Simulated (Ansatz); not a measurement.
Stepwise reaction of `O[SiH2]F` with ammonia, as a gas-phase model of exchange steps in deposition or etching. ΔE in kJ/mol; ΔG adds harmonic PBE0-D4 terms to CCSD(T)/CBS, at 1 bar.

Program: Ansatz. Geometries: PBE0-D4/def2-TZVP. ΔE: electronic, gas phase. CCSD(T)/CBS is the MP2 limit (def2-TZVPP, def2-QZVPP) plus CCSD(T) − MP2 in def2-TZVPP, frozen cores. This one scheme is used for every species. DFT in def2-TZVPP. B3LYP here is the variant with VWN-RPA as its local correlation; programs differ in this. One conformer a species, not always the lowest.

| step | reaction | PBE-D4 | B3LYP-D4 | ωB97M-V | CCSD(T)/CBS | ΔG(400 K) |
| --- | --- | --- | --- | --- | --- | --- |
| 1 | `O[SiH2]F` + NH₃ → `N[SiH](O)F` + H₂ | -53.3 | -55.7 | -57.5 | -56.2 | -57.9 |
| 2 | `N[SiH](O)F` + NH₃ → `N[Si](N)(O)F` + H₂ | -51.2 | -55.5 | -56.9 | -55.0 | -56.6 |

(1) By hand: ΔE of the 2 steps together at CCSD(T)/CBS.

## Answers

(1) (-56.2) + (-55.0) = -111.2 kJ/mol, or -55.6 kJ/mol a step.

In ΔE the steps differ by no more than 1.2 kJ/mol. All are downhill at CCSD(T)/CBS. ΔG lies between -57.9 and -56.6 kJ/mol a step. PBE-D4 differs from CCSD(T)/CBS by 2.9 to 3.8 kJ/mol a step. Isolated molecules leave out the surface, adducts and barriers. Largest T1 diagnostic: 0.011.
